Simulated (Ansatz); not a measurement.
Consider the formal exchange of groups at a B–C bond: `BC(B)(C)F` + `BN=C` → `BC=NB` + `BC(C)F`.

Isolated molecules relaxed with PBE0-D4/def2-TZVP in Ansatz; ΔE leaves out vibrations. CBS: MP2 limit from def2 TZ/QZ plus the TZ coupled-cluster correction, frozen cores. Functionals use def2-TZVPP.

| level | ΔE (kJ/mol) |
| --- | --- |
| ωB97M-V | 5.2 |
| r2SCAN | 6.9 |
| PBE0 | 7.8 |
| SCS-MP2/def2-TZVPP | -9.1 |

(1) What does CCSD(T)/CBS give? (Estimate.)

Largest T1 diagnostic among the species: 0.017.

## Answers

(1) The calculation gave: -2.9 kJ/mol. The listed levels differ from it by 8.1, 9.8, 10.7, -6.2 kJ/mol.

The D4 term adds +4.1 kJ/mol with B3LYP and +2.0 kJ/mol with PBE0; it sums over pairs of atoms, weighted by their polarisabilities, and B3LYP, whose exchange is more repulsive, gets the larger term. In def2-TZVPP, CCSD(T) changes the Hartree–Fock value by +43.0 kJ/mol (the triples alone add +6.2 kJ/mol) and MP2 by +50.2 kJ/mol. From PBE to PBE0 (25 % exact exchange), in def2-TZVPP and without D4, ΔE moves by −3.2 kJ/mol.

B3LYP here is the variant with VWN-RPA as its local correlation; programs differ in this.
